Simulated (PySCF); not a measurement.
## Unknown compound

An unknown has the formula C5H8F5N. Its calculated NMR data are:

1H NMR (400 MHz, computed): δ 2.88 (m, 2H), 2.38 (s, 6H).

13C{1H} NMR (computed): δ 128.9 (C), 124.4 (C), 64.4 (CH2), 47.3 (CH3, 2C).

Method: coordinates at the GFN2-xTB level, NMR shieldings at PBE0/pcSseg-1/GIAO, in PySCF 2.14 (a single conformation, gas phase, relativity neglected, fast rotation and ring inversion assumed for equivalent nuclei).

References, each an isolated molecule treated in the same way: 1H (31.72 ppm), 13C (186.93 ppm) against TMS.

Q: Propose a structure and justify it.

A: 
Rings plus π bonds: 0. 4 carbon signals for 5 carbons: some carbons are equivalent by symmetry or fast rotation. Carbon types of the structure: 2 × C, 1 × CH2, 2 × CH3, which accounts for all hydrogens. δC 128.9: CF3 carbon; 3 electronegative neighbours deshield it. δC 124.4: fully substituted sp3 carbon bonded to 2 F; 2 electronegative neighbours deshield it. δC 64.4: sp3 CH2 bonded to N; deshielded by the electronegative neighbour. δC 47.3: methyl carbon bonded to N; deshielded by the electronegative neighbour. δH 2.88: hydrogen on an sp3 CH2 bonded to N; its carbon carries N, which withdraws density. δH 2.38: hydrogen on a methyl carbon bonded to N; its carbon carries N, hence the downfield position.

These data were computed for `CN(C)CC(F)(F)C(F)(F)F`.

The data come from this structure; uniqueness wasn't tested.

Splittings by 19F in the carbon and heteronuclear signals aren't shown, as no couplings were computed. Shifts are as computed. Against solution values, carbons near 30 ppm lie about +3 ppm off and those near 130 ppm about +5 ppm. Of 1211 compounds with measured shifts, 218 miss one by over three times the rms of a fit or turn the order of signals round; such compounds aren't used in these exercises. No couplings were computed; multiplicities are counted from neighbouring protons, with m where these are inequivalent, close in shift, in a saturated or five-membered ring or joined by F or P, and br s for small geminal =CH2 splittings.
